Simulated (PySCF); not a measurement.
hydronium (H3O), SMILES [OH3+], charge +1. Geometry: B3LYP-D3(BJ)/def2-TZVPD.

TDA-CAM-B3LYP/def2-TZVPD in PySCF puts the lowest singlet excitations at 11.33, 13.65, 13.65, 16.09, 16.15, 16.15 eV.

Q: What are the lowest excitation roots from PySCF with ADC(2)/aug-cc-pVDZ? (Estimate from the structure and the level; the computed values follow.)

A: 11.51, 14.05, 14.05, 16.46, 16.46, 16.46 eV. S1 differs by 0.18 eV (second minus first; roots are paired by order, and the bases may differ).
